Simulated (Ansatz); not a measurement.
Si(OAc)H3 (C₂H₆O₂Si): single points at one geometry.

```yaml
crystal:
  periodic: [false, false, false]
  atoms:
    - {symbol: C, position_ang: [0.240147, 0.448912, 0.431857]}
    - {symbol: C, position_ang: [0.190969, 0.386132, 1.926573]}
    - {symbol: O, position_ang: [-0.333714, -0.609584, -0.156785]}
    - {symbol: O, position_ang: [0.733944, 1.336916, -0.217708]}
    - {symbol: Si, position_ang: [-0.320206, -0.620418, -1.875635]}
    - {symbol: H, position_ang: [0.662729, 1.277070, 2.354374]}
    - {symbol: H, position_ang: [0.705680, -0.521701, 2.273709]}
    - {symbol: H, position_ang: [-0.854503, 0.309691, 2.258933]}
    - {symbol: H, position_ang: [1.075761, -0.650588, -2.385641]}
    - {symbol: H, position_ang: [-1.083876, 0.537285, -2.410643]}
    - {symbol: H, position_ang: [-1.016942, -1.893705, -2.199026]}
basis:
  gaussian: {orbitals: def2-SVP, initial_orbitals: start.molden}
correlation: {method: ccsd_t}
scf: {omitted_lower_state_checks: [starts]}
output: {orbitals: {seedname: orbitals}}
```

The file start.molden holds the orbitals of an earlier run on this structure, at another level or in another basis.

```sh
$ ansatz run in.yaml --threads 2 --pin off --events-out ev --progress --plain --max-ram 4352MiB
```

Output, abridged:

```
Functional definition: HF
  name "HF"
  cite "Fock, Z. Phys. 61, 126 (1930) doi:10.1007/BF01340294"
  parent pbe
  exchange = exact_x
  correlation = 0
these checks for a lower state are left out or cut short: starts
1024 factors; integrals over basis functions are off by at most 1.2e-3 eV
mean field evaluation 1: about -14085.8512 eV, gradient 2.1e1 eV
mean field evaluation 2: about -14086.6969 eV, gradient 7.4e-1 eV
mean field evaluation 4: about -14086.7076 eV, gradient 6.6e-2 eV
mean field evaluation 8: about -14086.7076 eV, gradient 2.9e-6 eV
mean field -14086.70757867 eV, -517.6769552027 hartree, gradient 2.9e-6 eV, S^2 0.000000; 0 other end points of the search recorded, 0 dependent functions left out
9 core orbitals not correlated: weight in the atoms' cores, before any rotation towards them, 1.000 or more for the frozen orbitals, at most 0.000 for the correlated occupied ones
reference -14086.70757867 eV, -517.6769552027 hartree; 15, 15 occupied and 80, 80 virtual orbitals, 1024 factors
second order -19.92749809 eV of doubles, -0.00000000 eV of singles
cycle   1  -20.36443696 eV  change   -4.4e-1 eV  update   1.2e-1
cycle   2  -20.97155907 eV  change   -6.1e-1 eV  update   3.5e-2
cycle   3  -21.13397312 eV  change   -1.6e-1 eV  update   1.9e-2
cycle   4  -21.12352926 eV  change    1.0e-2 eV  update   4.4e-3
cycle   5  -21.12285437 eV  change    6.7e-4 eV  update   1.7e-3
cycle   6  -21.12327907 eV  change   -4.2e-4 eV  update   4.7e-4
cycle   7  -21.12297098 eV  change    3.1e-4 eV  update   1.8e-4
cycle   8  -21.12291412 eV  change    5.7e-5 eV  update   5.1e-5
cycle   9  -21.12294305 eV  change   -2.9e-5 eV  update   1.8e-5
perturbative correction -0.62240450 eV, -0.0228729434 hartree
Total energy: -14108.45292622 eV, -518.4760819856 hartree
Checks for a lower state left out: starts
```

Run time 7.5 s (2 threads of Intel Xeon Platinum 8259CL on a shared host).

First input, but with `hamiltonian: {xc: pbe0, dispersion: d4}` and without the key `correlation` (abridged; 1.7 s):

```
Functional definition: PBE0
mean field -14127.27196057 eV, -519.1676687422 hartree, gradient 1.4e-5 eV, S^2 0.000000
Total energy: -14127.44681342 eV, -519.1740944656 hartree
Checks for a lower state left out: starts
```

As the first input, with `gaussian: {orbitals: def2-TZVP, initial_orbitals: start.molden}`, `hamiltonian: {xc: hf}` and without the key `correlation` (abridged; 2.2 s):

```
Functional definition: HF
mean field -14096.95813625 eV, -518.0536562457 hartree, gradient 1.5e-5 eV, S^2 0.000000
Total energy: -14096.95813625 eV, -518.0536562457 hartree
Checks for a lower state left out: starts
```

The first input with `gaussian: {orbitals: def2-TZVP, initial_orbitals: start.molden}`, `correlation: {method: mp2}` (abridged; 3.8 s):

```
Functional definition: HF
mean field -14096.95832859 eV, -518.0536633141 hartree, gradient 5.7e-6 eV, S^2 0.000000
9 core orbitals not correlated: weight in the atoms' cores, before any rotation towards them, 1.000 or more for the frozen orbitals, at most 0.000 for the correlated occupied ones
second order -24.46782036 eV of doubles, -0.00000000 eV of singles
Total energy: -14121.42614895 eV, -518.9528391275 hartree
Checks for a lower state left out: starts
```

First input, but with `gaussian: {orbitals: STO-3G}`, `hamiltonian: {xc: hf}` and without the key `correlation` (abridged; 0.25 s):

```
Functional definition: HF
mean field -13921.61561654 eV, -511.6099374978 hartree, gradient 9.6e-6 eV, S^2 0.000000
Total energy: -13921.61561654 eV, -511.6099374978 hartree
Checks for a lower state left out: starts
```

First input, but with `gaussian: {orbitals: def2-TZVP, initial_orbitals: start.molden}`, `hamiltonian: {xc: {name: CAM-B3LYP}, dispersion: d4}` and without the key `correlation` (abridged; 4.4 s):

```
Functional definition: CAM-B3LYP
mean field -14145.42211236 eV, -519.8346745178 hartree, gradient 1.2e-5 eV, S^2 0.000000
Total energy: -14145.59783457 eV, -519.8411321897 hartree
Checks for a lower state left out: starts
```

As the first input, with `gaussian: {orbitals: def2-TZVP, initial_orbitals: start.molden}`, `hamiltonian: {xc: r2scan, dispersion: d4}` and without the key `correlation` (abridged; 4.6 s):

```
Functional definition: r2SCAN
mean field -14143.66526491 eV, -519.7701115649 hartree, gradient 2.3e-5 eV, S^2 0.000000
Total energy: -14143.71745920 eV, -519.7720296695 hartree
Checks for a lower state left out: starts
```

Geometry: PBE0-D4/def2-SVP.

Correlated methods freeze 9 core orbitals.
